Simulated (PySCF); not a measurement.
Computed data sheet: `[NH3+][BH2-]B(O)O`

B₂H₇NO₂.
Cartesian coordinates in Å at the PBE0-D3(BJ)/def2-SVP level; atoms count from 1:
```xyz
12
B2H7NO2 angstrom
N     -1.340    0.089    0.545
B     -0.240   -0.317   -0.591
B      1.240   -0.354    0.264
O      1.220    0.122    1.564
O      2.473   -0.763   -0.178
H     -0.920    0.790    1.161
H     -2.216    0.447    0.166
H     -1.552   -0.716    1.135
H     -0.272    0.583   -1.428
H     -0.615   -1.378   -1.083
H      2.102    0.099    1.958
H      2.421   -1.081   -1.084
```

Some functional groups and rings: three-coordinate boron.

**PBE0-D3(BJ)/def2-SVP geometry optimisation, gas phase (PySCF)**

- Rotational constants A, B, C: 8.672, 3.208, 2.424 GHz

**CAM-B3LYP/def2-SVPD ground state, ΔSCF and vertical TDDFT (core frozen in the response) (PySCF)**

- Dipole moment: 3.71 D
- HOMO energy: -8.37 eV
- LUMO energy: 0.52 eV
- HOMO–LUMO gap: 8.89 eV
- Lowest singlet excitation: 6.04 eV (205 nm, f = 0.016)
- Strongest line among the 10 lowest singlet transitions: S9 at 8.22 eV (151 nm, f = 0.070)
- Lowest triplet excitation (Tamm–Dancoff): 5.85 eV
- Static isotropic polarisability: 51.6 au
- Vertical ionisation energy: 9.33 eV
- Electronic spatial extent ⟨r²⟩ about the centre of nuclear charge: 510 bohr²

PBE0/pcSseg-1 ground state and GIAO shieldings, non-relativistic (PySCF):

- Lowest Hirshfeld atomic charge: -0.27 e on O4/O5
- Highest Hirshfeld atomic charge: +0.18 e on H12
- 1H chemical shifts (computed TMS as zero) by class: 3.83 (H11/H12), 2.79 (H6/H7/H8), 1.94 (H9/H10) ppm
- Isotropic shieldings of nuclei other than C and H, by class: 61 (B3), 130 (B2), 228 (N1), 199 (O4/O5) ppm
- Mayer bond orders between heavy atoms: N1–B2 0.60, B2–B3 1.02, B3–O4 1.14, B3–O5 1.21

B3LYP/pcJ-1 indirect spin-spin coupling, non-relativistic, gas phase; spin–dipole term left out for some pairs (PySCF):

* Largest of the computed one-bond spin–spin couplings (means over like bonds): 11B–1H +99.8 (B2–H9 and 1 like it), 11B–11B +81.4 (B2–B3), 17O–1H -79.6 (O4–H11 and 1 like it), 15N–1H -72.9 (N1–H6 and 2 like it), 15N–11B -2.8 (N1–B2), 17O–11B +2.4 (O4–B3 and 1 like it) Hz

Monoisotopic mass (most abundant isotopes): 75.0663 u.

The vertical singlet–triplet gap S1 − T1 is 0.19 eV (TDDFT singlet less Tamm–Dancoff triplet; S1: HOMO→LUMO, weight 0.95; T1: HOMO→LUMO, weight 0.73). The ΔSCF ionisation energy exceeds −ε(HOMO) by 0.96 eV with CAM-B3LYP. The largest Löwdin shares of the HOMO are 0.34 on B2, 0.25 on B3, 0.10 on O5 and 0.08 on H9. The polarisability is 7.65 Å³ as a volume (1 au = 0.148185 Å³), or 1.29 au for each of the 40 electrons. The rotational constants make it an asymmetric top with κ = (2B − A − C)/(A − C) = -0.75, nearer the prolate limit (−1). No computed singlet falls in the visible range (750 to 380 nm, 1.65 to 3.26 eV); S1 lies 2.78 eV above its blue end. The principal polarisabilities are 44.4, 53.6 and 56.9 au; their mean is the isotropic value.

 NMR classes are plain means over equivalent atoms (diastereotopic ones count apart unless rotation or inversion swaps them), as if these changed places fast; in this geometry the members of some classes differ.

One conformer stands for the species.
